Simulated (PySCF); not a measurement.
TDDFT excited states: CH5F3GeOSi

CH5F3GeOSi.
SMILES: `F[C](F)(F)[GeH2][O][SiH3]`

Computed with PySCF, TDDFT CAM-B3LYP/def2-SVPD, vertical, gas phase, core orbitals frozen in the response. One conformer (not necessarily the lowest) at the PBE0-D3(BJ)/def2-SVP geometry, without solvent, vibrations or thermal averaging. The CAM-B3LYP/def2-SVPD calculation is non-relativistic and has no spin–orbit coupling, an omission that weighs most on germanium. Torsions of this conformer, `[F:1][C:2]([F:3])([F:4])[GeH2:5][O:6][SiH3:7]`: F1–C2–Ge5–O6 57°, C2–Ge5–O6–Si7 -27°.

Q: List the vertical singlet excitations with oscillator strengths and describe the spectrum.

A: 

```json
{"state": "S1", "E (eV)": "7.02", "E (kJ/mol)": "677", "λ (nm)": "176.6", "f": "0.0007", "main configurations (H = HOMO, L = LUMO)": "H→L (90%)"}
{"state": "S2", "E (eV)": "7.26", "E (kJ/mol)": "700", "λ (nm)": "170.8", "f": "0.0022", "main configurations (H = HOMO, L = LUMO)": "H-1→L (90%)"}
{"state": "S3", "E (eV)": "8.11", "E (kJ/mol)": "783", "λ (nm)": "152.8", "f": "0.0051", "main configurations (H = HOMO, L = LUMO)": "H-2→L (49%), H→L+1 (11%), H→L+3 (8%)"}
{"state": "S4", "E (eV)": "8.21", "E (kJ/mol)": "792", "λ (nm)": "151.1", "f": "0.034", "main configurations (H = HOMO, L = LUMO)": "H→L+1 (27%), H-3→L (18%), H-2→L (17%)"}
{"state": "S5", "E (eV)": "8.30", "E (kJ/mol)": "801", "λ (nm)": "149.4", "f": "0.052", "main configurations (H = HOMO, L = LUMO)": "H→L+1 (45%), H-3→L (19%), H→L+3 (16%)"}
{"state": "S6", "E (eV)": "8.43", "E (kJ/mol)": "813", "λ (nm)": "147.1", "f": "0.069", "main configurations (H = HOMO, L = LUMO)": "H-1→L+1 (72%)"}
{"state": "S7", "E (eV)": "8.54", "E (kJ/mol)": "824", "λ (nm)": "145.2", "f": "0.0041", "main configurations (H = HOMO, L = LUMO)": "H→L+2 (49%), H-3→L+2 (8%)"}
{"state": "S8", "E (eV)": "8.75", "E (kJ/mol)": "844", "λ (nm)": "141.7", "f": "0.030", "main configurations (H = HOMO, L = LUMO)": "H→L+4 (59%), H→L+3 (10%)"}
{"state": "S9", "E (eV)": "8.91", "E (kJ/mol)": "860", "λ (nm)": "139.2", "f": "0.054", "main configurations (H = HOMO, L = LUMO)": "H-1→L+2 (29%), H→L+3 (20%), H-1→L+3 (8%)"}
{"state": "S10", "E (eV)": "8.93", "E (kJ/mol)": "861", "λ (nm)": "138.9", "f": "0.023", "main configurations (H = HOMO, L = LUMO)": "H-1→L+2 (31%), H→L+3 (12%), H-2→L+1 (10%)"}
```

Triplets (Tamm–Dancoff): T1 6.63 eV, H→L (85%); T2 6.86 eV, H-1→L (84%); T3 7.62 eV, H-2→L (53%); T4 7.71 eV, H→L+1 (32%), H-3→L (19%).

The lowest singlet lies at 7.02 eV (177 nm, vacuum ultraviolet) and is very weak; its leading configuration is HOMO→LUMO (90%). The strongest level in the table is S6 at 8.43 eV (147 nm, f = 0.069). Löwdin shares by element: HOMO oxygen 38%, hydrogen 24% or more, silicon 19% (atoms not listed hold the other 19%); LUMO germanium 28%, silicon 14%, oxygen 14%, hydrogen 8% or more (atoms not listed hold the other 35%). Of the 10 states listed, 6 reach f = 0.01 and none stays under 0.0005. Weighted by f, the mean energy of these states is 8.53 eV. The listed states span 1.90 eV, and the widest gap between neighbours is 0.85 eV (S2 to S3). No computed singlet lies in the visible range (380 to 750 nm); the lowest, at 177 nm, stands 3.76 eV above its violet end (3.26 eV). The vertical ionisation energy (ΔSCF) is 10.98 eV, 2.05 eV above S10. Singlets were solved by full linear response, triplets in the Tamm–Dancoff approximation.
